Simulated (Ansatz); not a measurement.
Isolated molecules relaxed with PBE0-D4/def2-TZVP in Ansatz; ΔE leaves out vibrations. CBS: MP2 limit from def2 TZ/QZ plus the TZ coupled-cluster correction, frozen cores. This one scheme is used for every species. Functionals use def2-TZVPP. B3LYP here is the variant with VWN-RPA as its local correlation; programs differ in this. def2 core potentials past Kr. For Te outer-core shells are correlated without core-valence functions, which leaves a few kJ/mol of doubt a bond. One conformer a species, not always the lowest.

Consider the ligand exchange at the Si–C bond: `O[SiH2]C(F)[TeH]` + `N[SiH](O)F` → `O[SiH2]N[SiH](O)F` + `FC[TeH]`.

`O[SiH2]C(F)[TeH]`:

```xyz
10

O     0.574    0.457    1.887
Si    0.564    1.036    0.351
C     0.130   -0.374   -0.838
F     0.310   -0.013   -2.160
Te   -1.915   -0.942   -0.441
H    -0.234    0.028    2.179
H     1.926    1.547    0.081
H    -0.452    2.104    0.139
H     0.719   -1.273   -0.638
H    -1.622   -2.570   -0.559
```

`N[SiH](O)F`:

```xyz
8

N     0.423    0.245   -1.081
Si   -0.352   -0.370    0.301
O     0.311    0.247    1.655
F    -1.879    0.055    0.119
H    -0.069    0.310   -1.957
H     1.416    0.150   -1.215
H    -0.335   -1.828    0.514
H     0.485    1.191    1.663
```

`O[SiH2]N[SiH](O)F`:

Z-matrix (Å, degrees):
```
Si
N 1 1.728
O 1 1.643 2 113.3
H 1 1.486 2 105.2 3 -122.6
H 1 1.478 2 111.2 3 116.0
Si 2 1.699 1 129.0 3 -65.9
H 2 1.011 1 115.4 3 113.5
H 3 0.958 1 117.9 2 -53.5
O 6 1.632 2 107.4 1 -145.5
F 6 1.600 2 112.8 1 96.9
H 6 1.475 2 109.5 1 -20.6
H 9 0.958 6 117.8 2 -157.7
```

`FC[TeH]`:

```xyz
6

F     0.848   -0.352   -1.331
C     0.597    0.040   -0.044
Te   -1.194   -0.820    0.763
H     0.503    1.125   -0.012
H     1.415   -0.292    0.598
H    -2.170    0.299    0.025
```

Q: Is it downhill or uphill in electronic energy at CCSD(T)/CBS, and by how much? (Best estimate.)

A: Computed: Downhill: ΔE = -77.3 kJ/mol.

Q: What do these levels give: PBE-D4, r2SCAN-D4, PBE0-D4, B2PLYP, PBE, PBE0, B3LYP, HF/def2-TZVPP, HF/def2-QZVPP, MP2/def2-QZVPP, SCS-MP2/def2-QZVPP, HF/CBS(def2)? (Best estimate.)

A: The calculation gave: PBE-D4 -68.3, r2SCAN-D4 -76.3, PBE0-D4 -74.6, B2PLYP -82.3, PBE -70.1, PBE0 -76.1, B3LYP -82.1, HF/def2-TZVPP -98.5, HF/def2-QZVPP -99.5, MP2/def2-QZVPP -79.3, SCS-MP2/def2-QZVPP -82.5, HF/CBS(def2) -99.6 kJ/mol.

Largest T1 diagnostic among the species: 0.012.

From PBE to PBE0 (25 % exact exchange), in def2-TZVPP and without D4, ΔE moves by −5.9 kJ/mol. The D4 term adds +3.3 kJ/mol with B3LYP and +1.5 kJ/mol with PBE0; it sums over pairs of atoms, weighted by their polarisabilities, and B3LYP, whose exchange is more repulsive, gets the larger term.
